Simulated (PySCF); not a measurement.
**Deuteron quadrupole couplings in `C=C(C)C(=S)C#CCC(F)(F)F`**

Compound: C₈H₇F₃S.
Cartesian coordinates in Å at the PBE0-D3(BJ)/def2-SVP level; atoms count from 1:
```xyz
19
C8H7F3S angstrom
C     -1.6466    0.7118   -0.7728
C     -2.0006   -0.4120   -0.1189
C     -3.4169   -0.8870   -0.0463
C     -0.9686   -1.2216    0.5614
S     -1.3081   -2.6002    1.3913
C      0.3821   -0.7747    0.4890
C      1.5339   -0.3924    0.4303
C      2.8851    0.1209    0.3245
C      2.9812    1.3104   -0.6129
F      4.2314    1.7718   -0.6448
F      2.6331    0.9802   -1.8558
F      2.1858    2.3074   -0.2218
H     -2.3990    1.3208   -1.2799
H     -0.6089    1.0509   -0.8153
H     -3.5113   -1.8980   -0.4710
H     -4.0862   -0.2044   -0.5866
H     -3.7476   -0.9658    1.0005
H      3.2595    0.4418    1.3102
H      3.5758   -0.6531   -0.0474
```

Level: PBE0/pcSseg-1 (PySCF, non-relativistic); Q(2H) = 0.00286 b; rigid geometry, the same for H and D, with no vibrational averaging.

Problem. Rank these positions by the coupling χzz of a deuteron there, largest first.
A. H18 (methylene hydrogen)
B. H13 (vinylic hydrogen)
C. H17 (methyl hydrogen)

Solution. B (204 kHz), C (194 kHz), A (187 kHz).

Problem. What are Vzz, η and χzz (234.96 MHz × Q × Vzz) at all hydrogens?

Solution. 
```tsv
atom	bonded to	bond length (Å)	Vzz (au)	η	χzz (kHz)
H13	C1	1.093	0.3037	0.04	204
H14	C1	1.092	0.2984	0.05	201
H15	C3	1.101	0.2893	0.04	194
H16	C3	1.098	0.2949	0.04	198
H17	C3	1.101	0.2893	0.04	194
H18	C8	1.102	0.2783	0.04	187
H19	C8	1.102	0.2782	0.04	187
```

Problem. How does χzz go with the bond length over the 7 C–H bonds?

Solution. A straight-line fit has a slope of -14.1 kHz for each 0.01 Å, with a correlation coefficient of -0.90, over lengths from 1.092 to 1.102 Å. The longer bonds have the smaller couplings here.

The structure is a single PBE0-D3(BJ)/def2-SVP conformer in the gas phase; no vibrational or solvent corrections. With so small a basis the couplings can be 20 % off.
